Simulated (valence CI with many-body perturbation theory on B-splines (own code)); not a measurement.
Sn: electric-dipole lines

Computed by valence CI with perturbative core correlation (CI+MBPT): four valence electrons over a frozen Dirac-Fock core [Kr] 4d10, radial functions for each j: 11 s, 11 p, 10 d, 8 f, 5 g, 2 h, with the one-electron correlation potential Σ1, the two-electron term Σ2, the three-electron term Σ3, Breit, model QED; selected CI, second order for the rest, scaled by the run's own slope (own B-spline code, finite nucleus).

Set against measurement, 31 paired levels are off by 59 cm⁻¹ on average, the worst by 363. These come from a selection out of the NIST Handbook of Basic Atomic Spectroscopic Data. Levels without a partner in it may be off by more. Among the levels kept, up to 570 cm⁻¹ of a level comes from second order outside the variational space, and about a tenth of that is noise between levels of different J, which matters for small intervals.

Lines 201 to 250 of 353 in falling wavelength, among levels below 7.029 eV, chosen from the strongest by gf and those to the six lowest levels. Wavelengths and rates use the calculated energies, so an error of 60 cm⁻¹ moves a line at 998.2 nm by 0.6 % and its rate by three times that or more. Electric multipoles are in the length gauge, E1 and E2 with the static RPA response of the core. Weak lines are less certain than strong ones. Lines between different terms over intervals too small for the method are left out, as are lines whose strength nearly cancels. Where a level lies close to another of its J and parity, the split of strength between their lines is uncertain. The highest levels of a list are the least certain.

Levels are named by their leading jj configuration (3d3/2^4 stands for four electrons in 3d with j = 3/2), which in mixed levels can hold well under half, so a name can repeat and another be missing. Letters in brackets count levels of one name in rising energy.

```tsv
λ vac (nm)	λ from measured levels	Upper	Lower	A (s⁻¹)	S (a.u.) with core polarisation	S without
998.2	985.3	(5s^2 5p3/2 6p3/2) J=0	(5s^2 5p3/2 6s) J=1	1.67e+07	8.20e+00	8.28e+00
985.7		(5s^2 5p1/2 5f7/2) J=4	(5s^2 5p1/2 5d5/2) J=3	6.84e+06	2.91e+01	2.92e+01
983.3		(5s^2 5p1/2 7d5/2) J=2 [a]	(5s^2 5p1/2 6p3/2) J=1	1.35e+06	3.17e+00	3.17e+00
973.2		(5s^2 5p1/2 7d5/2) J=3 [a]	(5s^2 5p1/2 6p3/2) J=2	1.63e+06	5.18e+00	5.19e+00
971.5		(5s^2 5p1/2 5f5/2) J=2	(5s^2 5p1/2 5d3/2) J=1	5.01e+06	1.13e+01	1.14e+01
940.8		(5s^2 5p1/2 5f7/2) J=3	(5s^2 5p1/2 5d5/2) J=2	4.34e+06	1.25e+01	1.25e+01
939.8		(5s^2 5p1/2 5f5/2) J=3	(5s^2 5p1/2 5d5/2) J=2	2.67e+06	7.65e+00	7.67e+00
903.9		(5s^2 5p1/2 5f7/2) J=3	(5s^2 5p1/2 5d3/2) J=2	2.20e+06	5.61e+00	5.63e+00
903.1		(5s^2 5p1/2 5f5/2) J=3	(5s^2 5p1/2 5d3/2) J=2	5.38e+06	1.37e+01	1.37e+01
897.4		(5s^2 5p1/2 7d5/2) J=3 [b]	(5s^2 5p1/2 6p3/2) J=2	2.55e+06	6.36e+00	6.38e+00
886.2		(5s^2 5p1/2 7d5/2) J=2 [b]	(5s^2 5p1/2 6p3/2) J=1	1.76e+06	3.03e+00	3.04e+00
873.8		(5s^2 5p1/2 6f7/2) J=4	(5s^2 5p1/2 5d5/2) J=3	3.38e+06	1.00e+01	1.00e+01
860.9		(5s^2 5p1/2 6f5/2) J=2	(5s^2 5p1/2 5d3/2) J=1	2.77e+06	4.36e+00	4.37e+00
848.0		(5s^2 5p1/2 7d3/2) J=2	(5s^2 5p1/2 6p1/2) J=1	4.22e+06	6.35e+00	6.37e+00
842.0	835.9	(5s^2 5p3/2 6p3/2) J=1	(5s^2 5p1/2 6s) J=0	2.87e+05	2.54e-01	2.54e-01
837.3		(4f5/2 5s^2 5p3/2) J=4	(5s^2 5p1/2 5d5/2) J=3	9.64e+05	2.51e+00	2.52e+00
836.1		(5s^2 5p1/2 6f7/2) J=3	(5s^2 5p1/2 5d5/2) J=2	3.58e+06	7.22e+00	7.25e+00
813.8		(5s^2 5p1/2 8d5/2) J=3	(5s^2 5p1/2 6p3/2) J=2	1.84e+06	3.43e+00	3.44e+00
806.9		(5s^2 5p1/2 6f5/2) J=3	(5s^2 5p1/2 5d3/2) J=2	3.76e+06	6.82e+00	6.85e+00
629.4		(5s^2 5p1/2 7p1/2) J=1	(5s^2 5p1/2 6s) J=0	1.15e+05	4.23e-02	4.42e-02
615.5		(5s^2 5p1/2 7p3/2) J=1	(5s^2 5p1/2 6s) J=0	1.31e+06	4.53e-01	4.63e-01
559.5	563.3	(5s^2 5p1/2 6s) J=1	(5s^2 5p3/2^2) J=0	4.85e+05	1.26e-01	1.23e-01
515.7		(5s^2 5p1/2 8p3/2) J=1	(5s^2 5p1/2 6s) J=0	3.64e+05	7.38e-02	7.64e-02
475.4		(5s^2 5p1/2 9p3/2) J=1	(5s^2 5p1/2 6s) J=0	1.86e+05	2.95e-02	3.07e-02
450.1	452.6	(5s^2 5p3/2 6s) J=1	(5s^2 5p3/2^2) J=0	9.02e+06	1.22e+00	1.18e+00
379.8	380.2	(5s^2 5p1/2 6s) J=1	(5s^2 5p3/2^2) J=2	1.73e+07	1.41e+00	1.37e+00
366.1	365.7	(5s^2 5p1/2 5d3/2) J=1	(5s^2 5p3/2^2) J=0	2.99e+06	2.18e-01	2.22e-01
332.9	333.2	(5s^2 5p3/2 6s) J=2	(5s^2 5p3/2^2) J=2	1.26e+07	1.15e+00	1.12e+00
326.0	326.3	(5s^2 5p3/2 6s) J=1	(5s^2 5p3/2^2) J=2	1.74e+08	8.93e+00	8.65e+00
322.9		(5s^2 5p1/2 7s) J=1	(5s^2 5p3/2^2) J=0	1.52e+06	7.60e-02	7.98e-02
317.5	317.6	(5s^2 5p1/2 6s) J=1	(5s^2 5p1/2 5p3/2) J=2	8.99e+07	4.26e+00	4.15e+00
314.5	314.3	(5s^2 5p3/2 5d3/2) J=1	(5s^2 5p3/2^2) J=0	1.31e+07	6.02e-01	6.13e-01
303.8	303.5	(5s^2 5p1/2 6s) J=0	(5s^2 5p1/2 5p3/2) J=1	1.88e+08	2.60e+00	2.53e+00
303.3	303.4	(5s^2 5p3/2 5d5/2) J=1	(5s^2 5p3/2^2) J=0	5.07e+07	2.09e+00	2.13e+00
301.0	301.0	(5s^2 5p1/2 6s) J=1	(5s^2 5p1/2 5p3/2) J=1	3.67e+07	1.48e+00	1.44e+00
291.1		(5s^2 5p1/2 6d3/2) J=1	(5s^2 5p3/2^2) J=0	5.08e+07	1.86e+00	1.92e+00
285.8	285.1	(5s^2 5p1/2 5d3/2) J=2	(5s^2 5p3/2^2) J=2	2.56e+07	1.47e+00	1.44e+00
285.8	286.4	(5s^2 5p1/2 6s) J=1	(5s^2 5p1/2^2) J=0	5.42e+07	1.87e+00	1.81e+00
284.0	284.1	(5s^2 5p3/2 6s) J=2	(5s^2 5p1/2 5p3/2) J=2	1.43e+08	8.09e+00	7.86e+00
282.3	281.4	(5s^2 5p1/2 5d5/2) J=2	(5s^2 5p3/2^2) J=2	6.12e+06	3.40e-01	3.31e-01
282.2		(5s^2 5p3/2 7s) J=1	(5s^2 5p3/2^2) J=0	2.15e+07	7.14e-01	7.16e-01
279.5	276.3	(5s 5p1/2 5p3/2^2) J=2	(5s^2 5p1/2 5p3/2) J=2	2.41e+05	1.30e-02	1.89e-02
279.5	278.6	(5s^2 5p1/2 5d3/2) J=1	(5s^2 5p3/2^2) J=2	8.23e+06	2.66e-01	2.81e-01
279.5		(5s^2 5p1/2 8s) J=1	(5s^2 5p3/2^2) J=0	1.01e+07	3.26e-01	3.26e-01
278.6	278.1	(5s^2 5p1/2 5d5/2) J=3	(5s^2 5p3/2^2) J=2	9.86e+06	7.37e-01	7.84e-01
270.8	270.7	(5s^2 5p3/2 6s) J=2	(5s^2 5p1/2 5p3/2) J=1	6.09e+07	2.98e+00	2.90e+00
266.2	266.2	(5s^2 5p3/2 6s) J=1	(5s^2 5p1/2 5p3/2) J=1	1.03e+07	2.88e-01	2.78e-01
263.9		(5s^2 5p1/2 9s) J=1 [a]	(5s^2 5p3/2^2) J=0	2.71e+06	7.38e-02	7.60e-02
263.6		(5s^2 5p1/2 9s) J=1 [b]	(5s^2 5p3/2^2) J=0	2.63e+06	7.14e-02	7.22e-02
260.2	259.5	(5s^2 5p3/2 5d3/2) J=2	(5s^2 5p3/2^2) J=2	1.50e+07	6.51e-01	6.32e-01
```
